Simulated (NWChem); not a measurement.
# Zn cation, doublet

Computed with NWChem. Spin-unrestricted. Spin-contaminated determinants: B3LYP/STO-3G (<S²> = 1.34). No stability test was run on the SCF state. B3LYP is NWChem's, with the RPA form of VWN correlation.

**Question.** Taking B3LYP/pcseg-2 as the yardstick, which of these has the fewest basis functions while keeping “highest occupied level (eV)” within 0.2 eV of it: B3LYP/pcseg-1; B3LYP/STO-3G; B3LYP/def2-SVP; B3LYP/aug-pcseg-1?

**Answer.** B3LYP/pcseg-1.
| level | basis functions | highest occupied level (eV) |
|---|---|---|
| B3LYP/STO-3G | 18 | -10.14 |
| B3LYP/pcseg-1 | 31 | -14.92 |
| B3LYP/def2-SVP | 31 | -14.66 |
| B3LYP/aug-pcseg-1 | 47 | -14.95 |
| B3LYP/pcseg-2 | 56 | -14.97 |

The yardstick is one finite set, not the basis-set limit.
